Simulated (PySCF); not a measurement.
Compound: C3H7FSi.
Cartesian coordinates in Å at the GFN2-xTB level; atoms count from 1:
```xyz
12
C3H7FSi angstrom
C     -1.7258    0.5984    0.7464
C     -1.0471   -0.4044    0.2184
C      0.0076   -0.2516   -0.8165
F      0.0803   -1.4069   -1.5906
Si     1.7493    0.0216   -0.0250
H     -2.4550    0.4441    1.5222
H     -1.5759    1.6154    0.4224
H     -1.2060   -1.4217    0.5487
H     -0.2392    0.5554   -1.5150
H      2.0187   -1.1052    0.8642
H      1.6751    1.2798    0.7149
H      2.7192    0.0743   -1.1162
```

The closed-shell SCF was solved with PySCF and density fitting under several settings on one GFN2-xTB geometry (grid level 2 and gas phase unless stated).

| settings | basis functions | SCF cycles | E (Eh) | HOMO (eV) | LUMO (eV) | dipole (D) |
| --- | --- | --- | --- | --- | --- | --- |
| PBE0/pcSseg-1 | 127 | 14 | -507.4200 | -7.43 | -0.23 | 1.68 |
| PBE0/def2-SVPD | 163 | 14 | -507.2151 | -7.46 | -0.34 | 1.66 |
| PBE0/cc-pVTZ | 252 | 14 | -507.5430 | -7.36 | -0.22 | 1.49 |
| WP04/pcSseg-1 | 127 | 15 | -515.8327 | -8.54 | -2.25 | 1.88 |
| B97-2/pcSseg-1 | 127 | 14 | -507.7275 | -7.18 | -0.27 | 1.69 |
| CAM-B3LYP/IGLO-II, level shift 0.1 Eh, energy threshold 1e-08 Eh | 165 | 10 | -507.7847 | -8.73 | 0.90 | 1.69 |

Question: Estimate the row for these settings: PBE0/aug-pcSseg-1, energy threshold 1e-07 Eh.

Answer: 
```csv
settings,basis functions,SCF cycles,E (Eh),HOMO (eV),LUMO (eV),dipole (D)
"PBE0/aug-pcSseg-1, energy threshold 1e-07 Eh",200,8,-507.4324,-7.43,-0.42,1.62
```

Question: Over all rows, what range does the HOMO–LUMO gap span?

Answer: From 6.29 eV (WP04/pcSseg-1) to 9.63 eV (CAM-B3LYP/IGLO-II, level shift 0.1 Eh, energy threshold 1e-08 Eh). The functional of the narrowest has 12 % exact exchange, that of the widest range-separated exact exchange.

Question: And the dipole moment?

Answer: From 1.49 D (PBE0/cc-pVTZ) to 1.88 D (WP04/pcSseg-1); the largest is 1.26 times the smallest, and the median is 1.68 D.

Question: Compare two rows with the functional PBE0: PBE0/cc-pVTZ and PBE0/def2-SVPD. Which energy is lower, and by how much?

Answer: PBE0/cc-pVTZ (252 functions) lies 0.3279 Eh or 206 kcal/mol below PBE0/def2-SVPD (163 functions).

Cycle counts include a coarse-grid stage where the run had one. WP04 was designed for NMR shieldings or shifts; total energies of different functionals aren't comparable.

One conformer stands for the species.
